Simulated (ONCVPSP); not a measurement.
## Reading a pseudo-wave (nitrogen (N))

Columns: radius, all-electron u(r) and pseudo u(r) of the 2s shell (level -18.56 eV) of nitrogen in the configuration [He] 2s2 2p3; PBE, non-relativistic, ONCV scheme, ONCVPSP 4.0.1.

| r (bohr) | all-electron | pseudo |
| --- | --- | --- |
| 0.105 | -0.3845 | 0.1103 |
| 0.210 | -0.2721 | 0.2143 |
| 0.315 | -0.0104 | 0.3232 |
| 0.420 | 0.2609 | 0.4381 |
| 0.525 | 0.4901 | 0.5436 |
| 0.630 | 0.6642 | 0.6427 |
| 0.735 | 0.7838 | 0.7482 |
| 0.840 | 0.8558 | 0.8405 |
| 0.945 | 0.8894 | 0.8879 |
| 1.050 | 0.8936 | 0.8936 |
| 1.155 | 0.8762 | 0.8762 |
| 1.260 | 0.8439 | 0.8439 |
| 1.365 | 0.8016 | 0.8016 |
| 1.470 | 0.7533 | 0.7533 |
| 1.575 | 0.7018 | 0.7018 |
| 1.680 | 0.6494 | 0.6494 |
| 1.785 | 0.5976 | 0.5976 |
| 1.890 | 0.5473 | 0.5473 |
| 1.995 | 0.4993 | 0.4993 |
| 2.100 | 0.4540 | 0.4540 |
| 2.205 | 0.4117 | 0.4117 |
| 2.310 | 0.3725 | 0.3725 |
| 2.415 | 0.3364 | 0.3364 |
| 2.520 | 0.3032 | 0.3032 |
| 2.625 | 0.2729 | 0.2729 |
| 2.730 | 0.2453 | 0.2453 |

How many radial nodes do the two functions have?

The all-electron 2s function has n − l − 1 = 1; the pseudo-wave has 0, since the states of the same l below it are removed with the core.

At about which radius was the pseudo-wave matched?

1.05 bohr, where the columns begin to agree (steps of 0.10 bohr).

Is the pseudo-wave norm-conserving?

Yes: the ONCV scheme keeps the norm inside the radius equal to the all-electron one, which fixes the energy derivative of the logarithmic derivative at the level.
